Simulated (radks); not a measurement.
Values are calculated unless marked as measured or tabulated.
The tungsten ion W+, 73 electrons, occupied as [Xe] 4f14 5d3.5 6s1 6p0.5 (fractional occupations, a model configuration).

Level of theory: Dirac Kohn-Sham, PBE, spin-unpolarised, spherical densities, finite nucleus; open shells are shared between the two j in proportion to 2j + 1; Fermi nuclear charge, rms radius 5.3658 fm (a radial shooting solver on a logarithmic mesh with Libxc functionals).

Energy parts (hartree):
total: -16162.9007
kinetic: 18201.4079
electron-nucleus: -40340.2206
Hartree: 6300.6636
exchange-correlation: -324.7516

Orbitals (lengths in bohr, moments of r in powers of bohr):
| orbital | occ. | eigenvalue (hartree) | <r^2> | small-component weight |
|---|---|---|---|---|
| 1s1/2 | 2 | -2549.721 | 0.0004632 | 7.79e-02 |
| 2s1/2 | 2 | -440.0893 | 0.007063 | 1.76e-02 |
| 2p1/2 | 2 | -420.9509 | 0.005042 | 1.77e-02 |
| 2p3/2 | 4 | -371.2410 | 0.006243 | 1.60e-02 |
| 3s1/2 | 2 | -101.6200 | 0.04613 | 5.81e-03 |
| 3p1/2 | 2 | -93.07548 | 0.04232 | 5.75e-03 |
| 3p3/2 | 4 | -82.32646 | 0.04891 | 5.26e-03 |
| 3d3/2 | 4 | -67.90737 | 0.03792 | 5.14e-03 |
| 3d5/2 | 6 | -65.56968 | 0.03973 | 5.01e-03 |
| 4s1/2 | 2 | -21.24150 | 0.2283 | 1.91e-03 |
| 4p1/2 | 2 | -17.69399 | 0.2355 | 1.82e-03 |
| 4p3/2 | 4 | -15.20325 | 0.2709 | 1.63e-03 |
| 4d3/2 | 4 | -9.36969 | 0.2955 | 1.44e-03 |
| 4d5/2 | 6 | -8.91074 | 0.3089 | 1.39e-03 |
| 5s1/2 | 2 | -3.24862 | 1.280 | 4.27e-04 |
| 5p1/2 | 2 | -2.19688 | 1.563 | 3.51e-04 |
| 5p3/2 | 4 | -1.83423 | 1.849 | 3.00e-04 |
| 4f5/2 | 6 | -1.61486 | 0.4558 | 9.82e-04 |
| 4f7/2 | 8 | -1.53261 | 0.4713 | 9.60e-04 |
| 5d3/2 | 1.4 | -0.50417 | 4.174 | 1.41e-04 |
| 6s1/2 | 1 | -0.48128 | 9.520 | 6.01e-05 |
| 5d5/2 | 2.1 | -0.47397 | 4.481 | 1.32e-04 |
| 6p1/2 | 0.166667 | -0.29731 | 14.74 | 3.83e-05 |
| 6p3/2 | 0.333333 | -0.26582 | 17.27 | 3.30e-05 |

The highest occupied level is 6p3/2 at -7.233 eV. The electron density at the nucleus is 1.424e+06 e/bohr^3.
